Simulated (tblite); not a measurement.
Species: C4H4FN2O (doublet state).
SMILES with atom numbers: `[F:1][CH2:2][O:3][C:4]1=[CH:5][CH:6]=[N:7][N:8]1` (hydrogens: H9, H10 on C2; H11 on C5; H12 on C6)

Computed with GFN2-xTB (tblite), gas phase: L-BFGS steps from a force-field or distance-geometry start until the largest atomic force falls under 0.01 eV/Å.

At the end of the run (lengths in Å): N7–N8 1.277, C4–C5 1.420, C4–N8 1.341, C5–C6 1.386, C6–N7 1.340, C2–O3 1.385, O3–C4 1.340, O3–C4–N8 124.2°, C4–C5–C6 103.2°, C4–N8–N7 108.6°, C5–C4–N8 108.5°, F1–C2–O3–C4 -74°, C2–O3–C4–C5 161°, H9–C2–O3–C4 169°, H11–C5–C4–O3 -7°.

**Question.** These geometries were met on the way; a selection of coordinates is given. Order them by energy above the end point, lowest first.
A. N7–N8 1.280, C4–C5 1.422, C4–N8 1.346, C5–C6 1.382, C6–N7 1.346, C2–O3 1.395, O3–C4 1.331, O3–C4–N8 124.6°, C4–C5–C6 103.0°, C4–N8–N7 108.4°, C5–C4–N8 108.6°, F1–C2–O3–C4 -145°, C2–O3–C4–C5 -167°, H9–C2–O3–C4 98°, H11–C5–C4–O3 4°
B. N7–N8 1.282, C4–C5 1.438, C4–N8 1.343, C5–C6 1.381, C6–N7 1.350, C2–O3 1.407, O3–C4 1.359, O3–C4–N8 129.7°, C4–C5–C6 105.4°, C4–N8–N7 110.9°, C5–C4–N8 105.7°, F1–C2–O3–C4 180°, C2–O3–C4–C5 -168°, H9–C2–O3–C4 60°, H11–C5–C4–O3 0°
C. N7–N8 1.285, C4–C5 1.419, C4–N8 1.349, C5–C6 1.381, C6–N7 1.348, C2–O3 1.402, O3–C4 1.327, O3–C4–N8 125.1°, C4–C5–C6 103.2°, C4–N8–N7 107.3°, C5–C4–N8 109.4°, F1–C2–O3–C4 177°, C2–O3–C4–C5 -170°, H9–C2–O3–C4 60°, H11–C5–C4–O3 5°
D. N7–N8 1.317, C4–C5 1.429, C4–N8 1.373, C5–C6 1.434, C6–N7 1.326, C2–O3 1.423, O3–C4 1.369, O3–C4–N8 132.7°, C4–C5–C6 105.7°, C4–N8–N7 113.4°, C5–C4–N8 103.7°, F1–C2–O3–C4 180°, C2–O3–C4–C5 -168°, H9–C2–O3–C4 59°, H11–C5–C4–O3 -2°
E. N7–N8 1.396, C4–C5 1.337, C4–N8 1.423, C5–C6 1.460, C6–N7 1.285, C2–O3 1.433, O3–C4 1.382, O3–C4–N8 129.2°, C4–C5–C6 108.6°, C4–N8–N7 110.3°, C5–C4–N8 104.5°, F1–C2–O3–C4 180°, C2–O3–C4–C5 -168°, H9–C2–O3–C4 59°, H11–C5–C4–O3 -2°

**Answer.** A (0.078 eV), C (0.127 eV), B (0.235 eV), D (0.503 eV), E (1.043 eV).

```
step  E above end (eV)  rms distance from the end, all atoms (Å)  largest force (eV/Å)  rms shift of all bonds from the end (Å)
  59             0.078                                     0.471                 0.042                                    0.006
   6             0.127                                     0.733                 0.497                                    0.008
   3             0.235                                     0.740                 0.679                                    0.012
   1             0.503                                     0.747                 2.644                                    0.027
   0             1.043                                     0.753                 4.333                                    0.059
```

Rows stand in the order of the answer.
